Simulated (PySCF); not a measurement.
SMILES [AlH2][c]1ccccc1, PBE0/def2-SVP optimised geometry.

```
14

Al     1.28    -1.88     0.00
H      0.45    -3.24     0.00
H      2.87    -1.88     0.00
C      0.32    -0.18     0.00
C     -1.09    -0.13     0.00
C     -1.77     1.08     0.00
C     -1.06     2.28     0.00
C      0.33     2.27     0.00
C      1.01     1.05     0.00
H     -1.66    -1.06     0.00
H     -2.87     1.10     0.00
H     -1.60     3.24     0.00
H      0.89     3.21     0.00
H      2.11     1.06     0.00
```

Density from PySCF 2.14.0 with PBE0/def2-TZVP at that geometry.

Minimum of the electron density along straight lines between bonded atoms, close to the bond critical point (lines longer than 1.1 times the sum of covalent radii, or with two minima, are not listed):

```csv
bond,length / Å,ρ at the minimum / e bohr⁻³,∇²ρ there / e bohr⁻⁵,position (fraction from the first atom)
Al1–H2,1.592,0.082,0.21,0.50
Al1–H3,1.592,0.082,0.21,0.50
Al1–C4,1.950,___,0.28,0.40
C4–C5,1.409,0.306,-0.87,0.49
C5–C6,1.394,0.316,-0.93,0.50
C6–C7,1.395,0.316,-0.93,0.50
C7–C8,1.395,0.316,-0.93,0.50
C4–C9,1.409,0.306,-0.87,0.49
C8–C9,1.394,0.316,-0.93,0.50
C5–H10,1.095,0.280,-0.98,0.65
C6–H11,1.093,0.280,-0.98,0.65
C7–H12,1.093,0.280,-0.98,0.65
C8–H13,1.093,0.280,-0.98,0.65
C9–H14,1.095,0.280,-0.98,0.65
```

Q: Complete the blanks.

A: 
- Al1–C4, ρ at the minimum / e bohr⁻³: 0.088
